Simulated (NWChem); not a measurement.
System: GeClF, singlet; SMILES [F][Ge][Cl]

NWChem printed, in part:

```
             Northwest Computational Chemistry Package (NWChem) 7.3.0
             --------------------------------------------------------

                             Geometry "geometry" -> ""
                             -------------------------

 Output coordinates in angstroms (scale by  1.889725989 to convert to a.u.)

  No.       Tag          Charge          X              Y              Z
 ---- ---------------- ---------- -------------- -------------- --------------
    1 Ge                  32.0000     0.42725300     0.50182300     0.00000000
    2 F                    9.0000    -1.15426600     1.30104300     0.00000000
    3 Cl                  17.0000    -0.23169800    -1.61133200     0.00000000

 Effective nuclear repulsion energy (a.u.)     242.5610255625

                              NWChem Property Module
                              ----------------------

                                 NWChem DFT Module
                                 -----------------

 Summary of "ao basis" -> "ao basis" (spherical)
 ------------------------------------------------------------------------------
       Tag                 Description            Shells   Functions and Types
 ---------------- ------------------------------  ------  ---------------------
 Ge                       aug-cc-pvdz               14       36   6s5p3d
 F                        aug-cc-pvdz                9       23   4s3p2d
 Cl                       aug-cc-pvdz               11       27   5s4p2d

            General Information
            -------------------
          SCF calculation type: DFT
          Wavefunction type:  closed shell.
          No. of atoms     :     3
          No. of electrons :    58
           Alpha electrons :    29
            Beta electrons :    29
          Charge           :     0
          Spin multiplicity:     1
          Use of symmetry is: off; symmetry adaption is: off
          Maximum number of iterations: 150
          AO basis - number of functions:    86
                     number of shells:    34
          Convergence on energy requested:  1.00D-06
          Convergence on density requested:  1.00D-05
          Convergence on gradient requested:  5.00D-04

              XC Information
              --------------
                         PBE0 Method XC Functional
                     Hartree-Fock (Exact) Exchange  0.250
          PerdewBurkeErnzerhof Exchange Functional  0.750
            Perdew 1991 LDA Correlation Functional  1.000 local
           PerdewBurkeErnz. Correlation Functional  1.000 non-local

             Grid Information
             ----------------
          Grid used for XC integration:  medium
          Radial quadrature: Mura-Knowles
          Angular quadrature: Lebedev.
          Tag              B.-S. Rad. Rad. Pts. Rad. Cut. Ang. Pts.
          ---              ---------- --------- --------- ---------
          Ge                  1.25      112          12.0       590
          F                   0.50       49          12.0       434
          Cl                  1.00       88          13.0       590
          Grid pruning is: on
          Number of quadrature shells:   249
          Spatial weights used:  Erf1

      Superposition of Atomic Density Guess
      -------------------------------------

 Sum of atomic energies:       -2634.14300606

      Non-variational initial energy
      ------------------------------

 Total energy =   -2634.225815
 1-e energy   =   -4152.292752
 2-e energy   =    1275.505912
 HOMO         =      -0.320264
 LUMO         =      -0.048807

   convergence    iter        energy       DeltaE   RMS-Dens  Diis-err
 ---------------- ----- ----------------- --------- --------- ---------
 d= 0,ls=0.0,diis     1  -2636.5203451401 -2.88D+03  1.74D-02  7.01D-01
 d= 0,ls=0.0,diis     2  -2636.2900601602  2.30D-01  9.70D-03  3.29D+00
 d= 0,ls=0.0,diis     3  -2636.6085798558 -3.19D-01  2.19D-03  2.72D-02
 d= 0,ls=0.0,diis     4  -2636.6101567533 -1.58D-03  1.00D-03  1.57D-02
 d= 0,ls=0.0,diis     5  -2636.6125186049 -2.36D-03  7.60D-05  8.45D-05
  Resetting Diis
 d= 0,ls=0.0,diis     6  -2636.6125272569 -8.65D-06  2.61D-05  5.79D-06
 d= 0,ls=0.0,diis     7  -2636.6125281642 -9.07D-07  7.31D-06  2.40D-07

         Total DFT energy =    -2636.612528164199
      One electron energy =    -4151.928885290526
           Coulomb energy =     1389.978018431478
    Exchange-Corr. energy =     -117.222686867603
 Nuclear repulsion energy =      242.561025562451

 Numeric. integr. density =       57.999998431363

                       DFT Final Molecular Orbital Analysis
                       ------------------------------------

 Vector   27  Occ=2.000000D+00  E=-3.528165D-01
              MO Center= -2.1D-01, -1.4D+00,  1.8D-12, r^2= 1.6D+00
   Bfn.  Coefficient  Atom+Function         Bfn.  Coefficient  Atom+Function
  ----- ------------  ---------------      ----- ------------  ---------------
    70      0.580050  3 Cl pz                73      0.447863  3 Cl pz
    43     -0.112349  2 F  pz                15      0.100080  1 Ge pz
    46     -0.077763  2 F  pz                18      0.062751  1 Ge pz
    76      0.041450  3 Cl pz                28     -0.041225  1 Ge d -1
    23      0.037084  1 Ge d -1              83      0.028771  3 Cl d -1

 Vector   28  Occ=2.000000D+00  E=-3.460940D-01
              MO Center= -1.8D-01, -1.3D+00,  4.2D-12, r^2= 1.9D+00
   Bfn.  Coefficient  Atom+Function         Bfn.  Coefficient  Atom+Function
  ----- ------------  ---------------      ----- ------------  ---------------
    68      0.473313  3 Cl px                71      0.362579  3 Cl px
    69     -0.328027  3 Cl py                72     -0.250805  3 Cl py
    42     -0.168458  2 F  py                45     -0.123315  2 F  py
    13      0.104029  1 Ge px                 4      0.078246  1 Ge s
     5      0.070948  1 Ge s                 16      0.069263  1 Ge px

 Vector   29  Occ=2.000000D+00  E=-3.162139D-01
              MO Center=  2.5D-01, -7.0D-02,  8.9D-12, r^2= 3.5D+00
   Bfn.  Coefficient  Atom+Function         Bfn.  Coefficient  Atom+Function
  ----- ------------  ---------------      ----- ------------  ---------------
     5      0.469592  1 Ge s                  4      0.342261  1 Ge s
    68     -0.311776  3 Cl px                69     -0.262251  3 Cl py
    71     -0.248261  3 Cl px                41     -0.246767  2 F  px
    72     -0.215754  3 Cl py                13      0.208621  1 Ge px
    44     -0.184855  2 F  px                14      0.145855  1 Ge py

 Vector   30  Occ=0.000000D+00  E=-1.124765D-01
              MO Center=  4.5D-01,  4.0D-01,  2.0D-10, r^2= 3.1D+00
   Bfn.  Coefficient  Atom+Function         Bfn.  Coefficient  Atom+Function
  ----- ------------  ---------------      ----- ------------  ---------------
    18      0.601465  1 Ge pz                15      0.508329  1 Ge pz
    70     -0.190169  3 Cl pz                73     -0.178951  3 Cl pz
    43     -0.177689  2 F  pz                46     -0.134161  2 F  pz
    21      0.115964  1 Ge pz                49     -0.094967  2 F  pz
    76     -0.085789  3 Cl pz                78      0.031155  3 Cl d -1

 Vector   31  Occ=0.000000D+00  E=-2.293405D-02
              MO Center=  5.7D-01,  6.7D-01,  3.9D-10, r^2= 6.8D+00
   Bfn.  Coefficient  Atom+Function         Bfn.  Coefficient  Atom+Function
  ----- ------------  ---------------      ----- ------------  ---------------
    17      0.622701  1 Ge py                20      0.485384  1 Ge py
    14      0.375906  1 Ge py                64      0.247473  3 Cl s
    63      0.213078  3 Cl s                 72      0.201649  3 Cl py
     5     -0.170372  1 Ge s                 71      0.165722  3 Cl px
    69      0.149363  3 Cl py                40     -0.144223  2 F  s

 Vector   32  Occ=0.000000D+00  E=-1.273978D-02
              MO Center=  7.0D-01,  3.6D-01, -6.5D-11, r^2= 7.7D+00
   Bfn.  Coefficient  Atom+Function         Bfn.  Coefficient  Atom+Function
  ----- ------------  ---------------      ----- ------------  ---------------
    19      0.597228  1 Ge px                16      0.547864  1 Ge px
     5     -0.508105  1 Ge s                 13      0.303396  1 Ge px
    64      0.254221  3 Cl s                  4     -0.234159  1 Ge s
    72      0.226236  3 Cl py                75      0.227238  3 Cl py
    40      0.207968  2 F  s                 39      0.206603  2 F  s

     Multipole analysis of the density
     ---------------------------------

     L   x y z        total         alpha         beta         nuclear
     -   - - -        -----         -----         ----         -------
     0   0 0 0     -0.000000    -29.000000    -29.000000     58.000000

     1   1 0 0      0.893172      1.065626      1.065626     -1.238080
     1   0 1 0      0.359723     -0.174537     -0.174537      0.708797
     1   0 0 1     -0.000000     -0.000000     -0.000000      0.000000

[...]

 DFT Linear Response polarizability / au
 Frequency  =       0.0428000 / au
 Wavelength =    1064.5643224 / nm
              X              Y              Z
 -----------------------------------------------
 X      41.9346522      4.2133172      0.0000000
 Y       4.2132707     59.5479804      0.0000000
 Z       0.0000000      0.0000000     36.1560457
 -----------------------------------------------
 Eigenvalues =      40.9786644     60.5039683     36.1560457
 Isotropic   =      45.8795595
 Anisotropic =      22.3306570
 -----------------------------------------------

 Magnetic Dipole Response Matrix (nonzero elements):

 Exiting AOResponse driver routine
```

Level: PBE0/aug-cc-pVDZ. Low-valent species are run as closed-shell singlets; no triplet was tried in these runs. All runs use the structure optimised with PBE-D3(BJ)/def2-SVP.

Question: Write an input that gives this output.

Answer: Several could match; the one computed here: the input that was run:
```
start job
memory heap 200 mb stack 900 mb global 1100 mb
geometry units angstroms noautosym nocenter noautoz
  Ge     0.427253     0.501823     0.000000
  F     -1.154266     1.301043     0.000000
  Cl    -0.231698    -1.611332     0.000000
end
basis spherical
  Ge library aug-cc-pvdz
  F library aug-cc-pvdz
  Cl library aug-cc-pvdz
end
dft
  xc pbe0
  iterations 150
end
property
  response 1 0.0428
end
task dft property
```
